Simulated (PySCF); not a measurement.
2-ethylidene-1,3-dioxole (C5H6O2), SMILES CC=C1OC=CO1. Geometry: B3LYP-D3(BJ)/def2-SVP.

Calculation: PySCF with B3LYP-D3(BJ)/def2-SVP.

Harmonic wavenumbers (cm⁻¹): 121, 142, 202, 245, 489, 555, 649, 700, 723, 762, 826, 866, 922, 986, 1046, 1064, 1107, 1122, 1156, 1204, 1300, 1370, 1410, 1459, 1468, 1682, 1812, 3009, 3062, 3124, 3201, 3290, 3315. Rotational constants (GHz): 7.533, 2.026, 1.613; symmetry number 1.

Task: Work out the zero-point energy and the ideal-gas rigid-rotor harmonic-oscillator thermochemistry at 298.15 K and 1 atm.

Result: ZPE = ½ Σ hcν = ½ × 44390 cm⁻¹ = 265.51 kJ/mol. H − E(el) = 285.06 kJ/mol. Entropy in J/(mol K): translation 165.94, rotation 112.85, vibration 55.20, total 333.99. G − E(el) = 185.48 kJ/mol. Cp = 105.86 J/(mol K). Modes under 150 cm⁻¹ make the vibrational entropy uncertain.
